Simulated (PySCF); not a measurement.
Structure with atom numbers: `[CH2:1]=[CH:2]/[CH:3]=[C:4]1/[CH2:5][C@@H:6]([CH3:7])[C:8]1=[CH2:9]`. Hydrogens are named by the atom that carries them. Ha(C1) is cis to C3; Ha(C9) is cis to C4; Ha(C5) is cis to C7 on the ring; Hb(C1) is trans to C3; Hb(C9) is trans to C4; Hb(C5) is trans to C7 on the ring.

No solvent, one computed conformer, averaged over atoms made equivalent by symmetry, fast rotation or ring inversion, non-relativistic. Shieldings: GIAO PBE0/pcSseg-1; GFN2-xTB geometry; PySCF.

Shifts are taken against calculated references (same method and geometry level): 13C (σref 186.93) and 1H (σref 31.72) vs TMS.

| atoms | nucleus | count | Hirshfeld charge | δ (ppm) |
| --- | --- | --- | --- | --- |
| C9 | 13C | 1 | -0.11 | ? |
| Ha(C1) | 1H | 1 | 0.04 | 5.42 |
| Hb(C9) | 1H | 1 | 0.05 | 5.33 |
| Hb(C5) | 1H | 1 | 0.04 | ? |
| C1 | 13C | 1 | -0.10 | 124.1 |
| Ha(C5) | 1H | 1 | 0.04 | ? |
| C5 | 13C | 1 | -0.08 | ? |
| C3 | 13C | 1 | -0.05 | 135.4 |
| Ha(C9) | 1H | 1 | 0.04 | ? |
| C4 | 13C | 1 | 0.00 | 146.0 |
| C7 | 13C | 1 | -0.12 | 22.5 |
| C8 | 13C | 1 | 0.00 | 160.8 |
| H(C3) | 1H | 1 | 0.05 | 6.08 |
| H(C2) | 1H | 1 | 0.05 | 7.14 |
| C2 | 13C | 1 | -0.04 | 141.8 |
| Hb(C1) | 1H | 1 | 0.05 | 5.41 |
| H(C7) | 1H | 3 | 0.04 | 1.17 |
| C6 | 13C | 1 | -0.02 | 35.9 |
| H(C6) | 1H | 1 | 0.04 | ? |

Task: Complete the table.

Result: 
- C9: 114.2 ppm, terminal =CH2 carbon; an sp2 carbon of a C=C bond
- C5: 37.2 ppm, allylic sp3 CH2; a saturated carbon with 2 carbon neighbours and no heteroatom attached
- Ha(C9): 5.60 ppm, hydrogen on a terminal =CH2 carbon; attached to an sp2 carbon and in the plane of the double bond
- Hb(C5): 2.87 ppm, hydrogen on an allylic sp3 CH2; allylic position
- H(C6): 2.81 ppm, hydrogen on an allylic sp3 CH; allylic position
- Ha(C5): 2.20 ppm, hydrogen on an allylic sp3 CH2; allylic position

Shifts are as computed. Against solution values, carbons near 30 ppm lie about +3 ppm off and those near 130 ppm about +5 ppm. Of 1211 compounds with measured shifts, 218 miss one by over three times the rms of a fit or turn the order of signals round; such compounds aren't used in these exercises.
